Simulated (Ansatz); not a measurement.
H₆BN₃, SMILES `NB(N)N` with one electron removed (charge 1, multiplicity 2), frozen-core CCSD(T)/cc-pVTZ // B3LYP-D3(BJ)/def2-TZVP (Ansatz, a first-principles code). The calculation was stopped at its time limit.

Ansatz 0.2 input:
```yaml
crystal:
  periodic: [false, false, false]
  atoms:
    - { symbol: N, position_ang: [-1.050571, -0.94613, -0.20408] }
    - { symbol: B, position_ang: [-0.000029, 0.000226, -0.000035] }
    - { symbol: N, position_ang: [1.363238, -0.425698, -0.038919] }
    - { symbol: N, position_ang: [-0.312718, 1.373716, 0.243125] }
    - { symbol: H, position_ang: [-2.0234, -0.705564, -0.158396] }
    - { symbol: H, position_ang: [-0.888708, -1.927243, -0.336676] }
    - { symbol: H, position_ang: [1.635774, -1.384941, -0.148669] }
    - { symbol: H, position_ang: [2.135174, 0.188525, 0.143587] }
    - { symbol: H, position_ang: [-1.246468, 1.737694, 0.193585] }
    - { symbol: H, position_ang: [0.387707, 2.089414, 0.306478] }
basis:
  gaussian: { orbitals: cc-pVTZ }
correlation:
  method: ccsd_t
total_charge: 1
magnetization:
  spin_polarized: true
  initial_magnetization: 1
```

The last lines of the output:

```
mean field evaluation 4: about -5208.9299 eV, gradient 3.2e0 eV
mean field evaluation 8: about -5209.0852 eV, gradient 4.5e-1 eV
mean field evaluation 16: about -5209.2583 eV, gradient 4.6e-3 eV
mean field evaluation 32: about -5209.0636 eV, gradient 2.7e-1 eV
mean field evaluation 64: about -5209.0524 eV, gradient 1.5e-1 eV
mean field evaluation 96: about -5209.0526 eV, gradient 9.5e-3 eV
mean field evaluation 128: about -5204.0489 eV, gradient 1.9e1 eV
mean field evaluation 160: about -5209.2537 eV, gradient 9.9e-3 eV
mean field evaluation 192: about -5208.8756 eV, gradient 3.1e0 eV
mean field -5209.25826329 eV, -191.4367102139 hartree, gradient 2.2e-6 eV, S^2 0.767754; 8 other end points of the search recorded, 0 dependent functions left out
determinant -5209.25826329 eV, -191.4367102139 hartree, with singles and doubles -5229.38044177 eV, -192.1761866335 hartree
determinant -5209.25724849 eV, -191.4366729206 hartree, with singles and doubles -5229.37919582 eV, -192.1761408458 hartree
determinant -5209.25372703 eV, -191.4365435095 hartree, with singles and doubles -5229.37468310 eV, -192.1759750066 hartree
determinant -5209.06070053 eV, -191.4294499165 hartree, with singles and doubles -5229.41019651 eV, -192.1772801000 hartree
determinant -5209.05441482 eV, -191.4292189206 hartree, with singles and doubles -5229.22801453 eV, -192.1705850361 hartree
determinant -5209.05264340 eV, -191.4291538223 hartree, with singles and doubles -5229.22669421 eV, -192.1705365152 hartree
determinant -5209.25826329 eV, -191.4367102139 hartree, with singles and doubles -5229.21594060 eV, -192.1701413271 hartree
determinant -5209.25724849 eV, -191.4366729206 hartree, with singles and doubles -5229.21471509 eV, -192.1700962907 hartree
determinant -5209.25372703 eV, -191.4365435095 hartree, with singles and doubles -5229.21027317 eV, -192.1699330530 hartree
determinant -5209.06070053 eV, -191.4294499165 hartree, with singles and doubles -5229.23277742 eV, -192.1707600687 hartree
determinant -5209.25826329 eV, -191.4367102139 hartree, with singles and doubles -5229.23048761 eV, -192.1706759201 hartree
determinant -5209.25724849 eV, -191.4366729206 hartree, with singles and doubles -5229.22930204 eV, -192.1706323509 hartree
determinant -5209.25372703 eV, -191.4365435095 hartree, with singles and doubles -5229.22487844 eV, -192.1704697866 hartree
determinant -5209.06070053 eV, -191.4294499165 hartree, with singles and doubles -5229.23383674 eV, -192.1707989980 hartree
```
